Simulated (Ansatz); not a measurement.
`C[O][Ga]([OH])[O]C` and `COB(O)OC` differ in one element.

Ansatz, PBE0-D4/def2-TZVP geometries, multiplicity 1. Each molecule was computed in one conformer, which needn't be the lowest.

Scalar relativity is left out up to krypton.

```tsv
property	`C[O][Ga]([OH])[O]C`
HOMO energy (PBE0/def2-TZVPP) / eV	-7.82
HOMO–LUMO gap (PBE0/def2-TZVPP) / eV	7.08
HOMO–LUMO gap (B3LYP/def2-TZVPP) / eV	6.49
LUMO energy (PBE/def2-TZVPP) / eV	-1.71
HOMO energy (ωB97M-V/def2-TZVPP) / eV	-10.23
LUMO energy (PBE0/def2-TZVPP) / eV	-0.73
```

Task: What does the change do to each property? (Estimate.)

Result: Ansatz gave: 
```json
{"property": "HOMO energy (PBE0/def2-TZVPP) / eV", "`COB(O)OC`": "-8.14", "shift": "-0.32"}
{"property": "HOMO–LUMO gap (PBE0/def2-TZVPP) / eV", "`COB(O)OC`": "9.05", "shift": "1.97"}
{"property": "HOMO–LUMO gap (B3LYP/def2-TZVPP) / eV", "`COB(O)OC`": "8.45", "shift": "1.96"}
{"property": "LUMO energy (PBE/def2-TZVPP) / eV", "`COB(O)OC`": "0.09", "shift": "1.80"}
{"property": "HOMO energy (ωB97M-V/def2-TZVPP) / eV", "`COB(O)OC`": "-10.54", "shift": "-0.31"}
{"property": "LUMO energy (PBE0/def2-TZVPP) / eV", "`COB(O)OC`": "0.92", "shift": "1.65"}
```

With PBE0 the HOMO falls by 0.32 eV and the LUMO rises by 1.65 eV, so the gap widens by about 1.97 eV. PBE moves the HOMO by -0.30 eV and ωB97M-V by -0.31 eV.

B3LYP here is the variant with VWN-RPA as its local correlation; programs differ in this.
